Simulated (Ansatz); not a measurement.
Gas-phase electronic energies from Ansatz, PBE0-D4/def2-TZVP geometries. CCSD(T)/CBS is the MP2 limit (def2-TZVPP, def2-QZVPP) plus CCSD(T) − MP2 in def2-TZVPP, frozen cores. This one scheme is used for every species. Functionals use def2-TZVPP. One conformer a species, not always the lowest.

`F[Si]O[SiH3]` + H₂O → `O[Si]F` + silanol  (formal hydrolysis of the Si–O bond)

`F[Si]O[SiH3]`:

```xyz
7

F    -0.068   -2.466   -0.507
Si   -0.322   -1.422   -1.716
O    -0.189    0.013   -0.953
Si    0.086    0.791    0.483
H     0.028    2.249    0.224
H    -0.960    0.412    1.465
H     1.425    0.423    1.003
```

H₂O:

```xyz
3

O    -0.230    0.149   -0.277
H    -0.005    0.542    0.569
H     0.235   -0.690   -0.293
```

`O[Si]F`:

```xyz
4

O    -0.162    0.930    0.285
Si   -0.656   -0.196   -0.796
F     0.288   -1.454   -0.410
H     0.530    0.721    0.921
```

`O[SiH3]`:

Cartesian coordinates in Å:
```
O 0.733 0.565 0.887
Si -0.136 -0.059 -0.366
H 0.581 0.204 1.760
H 0.123 -1.514 -0.544
H 0.301 0.681 -1.572
H -1.600 0.123 -0.164
```

(1) Is it downhill or uphill in electronic energy at CCSD(T)/CBS, and by how much? (Best estimate.)

(2) What do these levels give: B97M-V, r2SCAN0-D4, BHLYP-D4, PBE-QIDH, PBE, r2SCAN, r2SCANh, CAM-B3LYP, LC-ωPBE, CCSD/def2-SVP, HF/def2-QZVPP, SCS-MP2/def2-QZVPP? (An estimate is asked.)

Largest T1 diagnostic among the species: 0.015.

Results:

(1) Computed: Uphill: ΔE = +15.9 kJ/mol.

(2) Computed: B97M-V 10.1, r2SCAN0-D4 11.9, BHLYP-D4 17.4, PBE-QIDH 11.8, PBE 6.3, r2SCAN 9.4, r2SCANh 9.9, CAM-B3LYP 8.8, LC-ωPBE 8.2, CCSD/def2-SVP 15.6, HF/def2-QZVPP 15.4, SCS-MP2/def2-QZVPP 15.2 kJ/mol.

Leaving LDA and LC-ωPBE aside and taking each functional with its dispersion term where it has one, the values, not all of them listed here, spread over 7.4 kJ/mol, from PBE-D4 to BHLYP-D4. The D4 term adds +6.1 kJ/mol with B3LYP and +3.4 kJ/mol with PBE0; it sums over pairs of atoms, weighted by their polarisabilities, and B3LYP, whose exchange is more repulsive, gets the larger term.

B3LYP here is the variant with VWN-RPA as its local correlation; programs differ in this.
